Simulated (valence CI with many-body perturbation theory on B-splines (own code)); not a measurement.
## Energy levels of V XIX

Level of theory: valence CI with perturbative core correlation (CI+MBPT): three valence electrons over a frozen Dirac-Fock core [He], radial functions for each j: 11 s, 11 p, 9 d, 7 f, 5 g, 2 h, 1 i, with the one-electron correlation potential Σ1, the two-electron term Σ2, the three-electron term Σ3, Breit, model QED; selected CI, second order for the rest (own B-spline code, finite nucleus).

No measured levels were compared; by estimate levels of excited configurations hold to 0.05 to 0.15 % of their energy, terms of the ground configuration to about 0.5 %.

Levels 1 to 45 of 84, with energies above the lowest level, 2s2.2p 2P°_1/2. "Leading %" is the weight of the configuration and term that name the level; weights of strongly mixed levels are sums over their largest components and can fall short. Lifetimes count E1, E2, E3, M1 and M2 decay at the calculated energies, and are blank where another channel may lead or the interval is too uncertain; long ones can be off by a factor of two.

```tsv
No.	Configuration	Term	J	E (× 10³ cm⁻¹)	Leading %	Second component	Lifetime
1	2s2.2p	2P°	1/2	0.00	98		
2	2s2.2p	2P°	3/2	68.63	97		344 μs
3	2s.2p2	4P	1/2	331.82	98		28.8 ns
4	2s.2p2	4P	3/2	361.28	100		241 ns
5	2s.2p2	4P	5/2	394.21	98		43.3 ns
6	2s.2p2	2D	3/2	597.39	97		143 ps
7	2s.2p2	2D	5/2	605.93	97		216 ps
8	2s.2p2	2P	1/2	716.61	50	48 % 2s.2p2 2S	35.4 ps
9	2s.2p2	2S	1/2	789.08	50	49 % 2s.2p2 2P	34.1 ps
10	2s.2p2	2P	3/2	802.80	97		25.8 ps
11	2p3	4S°	3/2	1030.5	96		28.6 ps
12	2p3	2D°	3/2	1152.8	89	9 % 2p3 2P°	66.9 ps
13	2p3	2D°	5/2	1166.8	100		67.2 ps
14	2p3	2P°	1/2	1292.7	98		30.8 ps
15	2p3	2P°	3/2	1318.4	85	10 % 2p3 2D°	31.7 ps
16	2s2.3s	2S	1/2	6116.2	94		629 fs
17	2s2.3p	2P°	1/2	6270.3	91		7.56 ps
18	2s2.3p	2P°	3/2	6289.5	91		7.31 ps
19	2s.2p.3s	4P°	1/2	6426.9	97		563 fs
20	2s2.3d	2D	3/2	6431.6	95	4 % 2p2.3d 2D	91.3 fs
21	2s2.3d	2D	5/2	6437.2	95	4 % 2p2.3d 2D	93.8 fs
22	2s.2p.3s	4P°	3/2	6446.0	94		546 fs
23	2s.2p.3s	4P°	5/2	6492.1	98		519 fs
24	2s.2p.3s	2P°	1/2	6509.0	94		760 fs
25	2s.2p.3s	2P°	3/2	6558.0	92		619 fs
26	2s.2p.3p	4D	1/2	6563.3	74	23 % 2s.2p.3p 2P	954 fs
27	2s.2p.3p	4D	3/2	6580.0	76	18 % 2s.2p.3p 2P	1.22 ps
28	2s.2p.3p	2P	3/2	6606.1	43	21 % 2s.2p.3p 4S	444 fs
29	2s.2p.3p	2P	1/2	6607.3	68	24 % 2s.2p.3p 4D	268 fs
30	2s.2p.3p	4D	5/2	6610.3	94	4 % 2s.2p.3p 4P	62.3 ps
31	2s.2p.3p	4P	1/2	6640.7	94	4 % 2s.2p.3p 2S	5.39 ps
32	2s.2p.3p	4S	3/2	6644.3	45	18 % 2s.2p.3p 4P	546 fs
33	2s.2p.3p	4D	7/2	6651.6	99		365 ps
34	2s.2p.3p	4P	3/2	6671.1	41	40 % 2s.2p.3p 2D	380 fs
35	2s.2p.3p	2D	3/2	6680.2	33	29 % 2s.2p.3p 4P	453 fs
36	2s.2p.3p	4P	5/2	6683.3	77	17 % 2s.2p.3p 2D	1.12 ps
37	2s.2p.3d	4F°	3/2	6706.3	92	4 % 2s.2p.3d 2D°	1.27 ps
38	2s.2p.3p	2D	5/2	6715.0	81	17 % 2s.2p.3p 4P	226 fs
39	2s.2p.3d	4F°	5/2	6718.1	89	8 % 2s.2p.3d 4D°	651 fs
40	2s.2p.3d	4F°	7/2	6737.0	86	12 % 2s.2p.3d 4D°	426 fs
41	2s.2p.3p	2S	1/2	6746.0	91		184 fs
42	2s.2p.3d	4P°	5/2	6753.9	43	28 % 2s.2p.3d 4D°	99.6 fs
43	2s.2p.3s	2P°	1/2	6758.0	85	9 % 2s.2p.3d 4D°	243 fs
44	2s.2p.3d	4D°	3/2	6758.8	40	30 % 2s.2p.3s 2P°	103 fs
45	2s.2p.3s	2P°	3/2	6760.6	60	25 % 2s.2p.3d 4D°	146 fs
```

Names give the largest LS component (configuration and term), which can be under half, so a name can repeat, a term be missing and a line seem to break the LS rules; names also repeat where a configuration has a term twice.

Where two levels of one J and parity lie close, their mixing, g and order are uncertain.

The ionisation energy to 2s2 1S_0 of the next ion comes out as 1354.3 eV (NIST: 1354.2 ± 0.5 eV (semi-empirical)). All 84 levels together are meant to be complete up to 7206.8 × 10³ cm⁻¹.
